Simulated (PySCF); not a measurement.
C₆ coefficients of unlike pairs at UHF

Calculated with PySCF 2.14 from the dipole response of each species, C₆(A,B) = (3/π) ∫ α_A(iu) α_B(iu) du, in atomic units, from isotropic polarisabilities. For ions this is the dispersion term alone; charge-induced terms of lower order in 1/R come first.

| species | configuration | basis | relativity | α (bohr³) | C₆ (like pair) |
| --- | --- | --- | --- | --- | --- |
| Ar⁺ | [Ne] 3s2 3p5 (2P) | def2-TZVPPD (6s6p4d1f) | none | 6.789 | 30.46 |
| Br⁻ | [Kr] (1S) | aug-cc-pVTZ-PP with one added diffuse shell each of s, d, f type with ECP10MDF (7s5p5d3f) | core potential | 43.07 | 452.6 |
| Al⁺ | [Ne] 3s2 (1S) | aug-cc-pwCVQZ (10s9p7d5f3g) | none | 26.43 | 140.5 |
| Te | [Kr] 4d10 5s2 5p4 (3P) | dyall-av2z (22s16p12d) | none | 37.35 | 409.3 |

(1) Estimate C₆ for Al⁺ with Ar⁺.

No spin-orbit coupling is included.

The other pairs:

```tsv
pair	C₆
Te, Ar⁺	103.7
Br⁻, Ar⁺	107.9
Te, Br⁻	429.4
Al⁺, Br⁻	249.4
Te, Al⁺	235.3
```

Results:

(1) The integral gives 55.87. The combination rule 2 C_A C_B / (C_A α_B/α_A + C_B α_A/α_B) gives 55.33 and the geometric mean 65.41.
